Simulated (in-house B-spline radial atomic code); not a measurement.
# Ionising the aluminium ion Al³⁺ with different functionals

Computed with a radial B-spline atomic code at the basis-set limit: scalar-relativistic (spin-free X2C) Hamiltonian, Fermi nucleus of rms radius 3.061 fm, spin-polarised at highest spin, spherical fractional occupations for the functionals, the average over the highest-spin determinants for Hartree-Fock. The ionisation energy is the difference of two self-consistent energies, [He] 2s2 2p6 → [He] 2s2 2p5, without Breit or QED terms; ε is the level of the shell that loses the electron (its least bound occupied spin orbital).

Hybrids are left out here: with spherical fractional occupations of an open shell their exact exchange keeps a self-interaction that integer-occupation calculations don't have.

```json
{"method": "Hartree-Fock", "rung": "Hartree-Fock", "ΔSCF (eV)": "118.53", "-ε(2p) (eV)": "121.69"}
{"method": "LDA VWN5", "rung": "LDA", "ΔSCF (eV)": "120.42", "-ε(2p) (eV)": "104.21"}
{"method": "LDA PW92", "rung": "LDA", "ΔSCF (eV)": "120.41", "-ε(2p) (eV)": "104.20"}
{"method": "LDA exchange-only", "rung": "LDA", "ΔSCF (eV)": "118.22", "-ε(2p) (eV)": "102.14"}
{"method": "PBE", "rung": "GGA", "ΔSCF (eV)": "120.33", "-ε(2p) (eV)": "104.12"}
{"method": "PBEsol", "rung": "GGA", "ΔSCF (eV)": "120.14", "-ε(2p) (eV)": "103.95"}
{"method": "BLYP", "rung": "GGA", "ΔSCF (eV)": "120.37", "-ε(2p) (eV)": "104.16"}
{"method": "RPBE", "rung": "GGA", "ΔSCF (eV)": "120.25", "-ε(2p) (eV)": "104.06"}
{"method": "PW91", "rung": "GGA", "ΔSCF (eV)": "120.53", "-ε(2p) (eV)": "104.31"}
{"method": "BP86", "rung": "GGA", "ΔSCF (eV)": "120.45", "-ε(2p) (eV)": "104.22"}
{"method": "AM05", "rung": "GGA", "ΔSCF (eV)": "120.10", "-ε(2p) (eV)": "103.92"}
{"method": "OLYP", "rung": "GGA", "ΔSCF (eV)": "120.66", "-ε(2p) (eV)": "104.56"}
{"method": "TPSS", "rung": "meta-GGA", "ΔSCF (eV)": "120.67", "-ε(2p) (eV)": "104.53"}
{"method": "SCAN", "rung": "meta-GGA", "ΔSCF (eV)": "121.67", "-ε(2p) (eV)": "105.80"}
{"method": "r2SCAN", "rung": "meta-GGA", "ΔSCF (eV)": "121.61", "-ε(2p) (eV)": "105.72"}
{"method": "revTPSS", "rung": "meta-GGA", "ΔSCF (eV)": "120.47", "-ε(2p) (eV)": "104.36"}
```

**Question.** How do they compare with the NIST value?

**Answer.** NIST lists 119.992 eV ± 0.0019 (measured, ground level to ground level). Errors run from -1.78 to +1.68 eV; AM05 is closest (+0.11 eV), but part of that can be cancellation, since the calculations leave out spin-orbit coupling, Breit-QED terms, multiplet and fine-structure energies. Hartree-Fock also lacks correlation.
